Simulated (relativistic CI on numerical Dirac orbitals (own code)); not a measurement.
Spin-allowed bands of a d3 ion in an octahedral site, by hand

Problem. Take Δ = 22300 cm⁻¹ and B = 620 cm⁻¹ for a d3 ion in an octahedral site. Calculate the three spin-allowed bands.

Working.
1. The terms of highest spin are 4F (energy 0) and 4P (15B = 9300 cm⁻¹). Here the F term splits into A2 at −1.2Δ = -26760, T2 at −0.2Δ = -4460 and T1 at +0.6Δ = 13380 cm⁻¹.
2. The two T1 states mix through the element 0.4Δ: H = [[13380, 8920], [8920, 9300]], with roots ½(H₁₁ + H₂₂) ∓ ½√[(H₂₂ − H₁₁)² + 4H₁₂²] = ½(22680) ∓ ½(18301) = 2190 and 20490 cm⁻¹.
3. The ground term is 4A2 at -26760 cm⁻¹.
4. Bands: 4T2 22300 cm⁻¹ (448 nm), 4T1(F) 28950 cm⁻¹ (345 nm), 4T1(P) 47250 cm⁻¹ (212 nm).

Check. Exact diagonalisation of the whole d3 shell with these parameters gives 4T2 22300, 4T1 28950, 4T1 47250 cm⁻¹. The match is exact, since without spin-orbit coupling no other term has this spin. The ratio of the second band to the first, 1.298, depends on Δ/B = 36.0 alone, which is how a Tanabe-Sugano diagram is read.
